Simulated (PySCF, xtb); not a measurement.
H3O2, SMILES O[OH2+], charge +1.

Harmonic wavenumbers (cm⁻¹) from GFN2-xTB in xtb at its own minimum, in rising order: 296, 974, 1051, 1053, 1239, 1316, 2950, 2981, 3288.

Q: What does PySCF with B3LYP-D3(BJ)/def2-TZVP give at its own minimum? (An estimate is asked for; the answer gives what the named calculation found.)

A: 429, 867, 1011, 1161, 1463, 1629, 3485, 3555, 3593. Paired by order, the mean absolute difference is 260 cm⁻¹ and the zero-point energies are 21.7 and 24.6 kcal/mol.
